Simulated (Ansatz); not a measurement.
A run on BFGaH$_{3}$O, SMILES `[BH2][Ga]([OH])[F]` with other settings.

```yaml
crystal:
  periodic: [false, false, false]
  atoms:
    - {symbol: B, position_ang: [-0.928318, 1.368247, -0.255010]}
    - {symbol: Ga, position_ang: [0.234820, -0.595151, 0.024997]}
    - {symbol: O, position_ang: [1.782799, -0.508624, 0.489427]}
    - {symbol: F, position_ang: [-0.553206, -2.124533, -0.105425]}
    - {symbol: H, position_ang: [-1.061908, 1.551823, -1.523889]}
    - {symbol: H, position_ang: [-1.610573, 1.790206, 0.535996]}
    - {symbol: H, position_ang: [2.124869, -1.318574, 0.496371]}
basis:
  gaussian: {orbitals: aug-pcseg-2}
hamiltonian: {xc: {name: wB97X}}
accuracy: high
output: {forces: true}
```

```sh
$ ansatz run in.yaml --threads 2 --pin off --events-out ev --progress --plain --max-ram 4352MiB
```

Shortened log:

```
Functional definition: wB97X
3968 factors; integrals over basis functions are off by at most 4.4e-9 eV
785 factors; integrals over basis functions are off by at most 2.1e-9 eV
mean field evaluation 1: about -57862.6500 eV, gradient 6.9e1 eV
mean field evaluation 2: about -57859.3135 eV, gradient 8.6e1 eV
mean field evaluation 4: about -57870.2422 eV, gradient 9.5e-1 eV
mean field evaluation 8: about -57870.3068 eV, gradient 1.6e-1 eV
mean field evaluation 16: about -57870.3069 eV, gradient 2.5e-4 eV
mean field -57870.30687992 eV, -2126.6945519343 hartree, gradient 5.5e-8 eV, S^2 0.000000; 0 other end points of the search recorded, 0 dependent functions left out
reference -57870.30687439 eV, -2126.6945517310 hartree; 28, 28 occupied and 238, 238 virtual orbitals, 3968 factors
Total energy: -57870.30687439 eV, -2126.6945517310 hartree
Atom 0 at    -0.928318     1.368247    -0.255010 Å, force     0.983212    -3.209837    -3.298159 eV/Å
Atom 1 at     0.234820    -0.595151     0.024997 Å, force    -6.724874     3.436953    -1.450801 eV/Å
Atom 2 at     1.782799    -0.508624     0.489427 Å, force     3.607066     4.305575     1.398574 eV/Å
Atom 3 at    -0.553206    -2.124533    -0.105425 Å, force    -0.336147    -1.146106    -0.162291 eV/Å
Atom 4 at    -1.061908     1.551823    -1.523889 Å, force     0.235723     0.421810     1.903786 eV/Å
Atom 5 at    -1.610573     1.790206     0.535996 Å, force    -0.750597     1.136179     1.231129 eV/Å
Atom 6 at     2.124869    -1.318574     0.496371 Å, force     2.985616    -4.944573     0.377761 eV/Å
Dipole moment:     0.119254     0.222262    -0.031153 e Å
```

Hardware: 2 threads of an Arm Neoverse V1 on a shared host. Wall time 87 s, peak host memory 2.6 GiB.
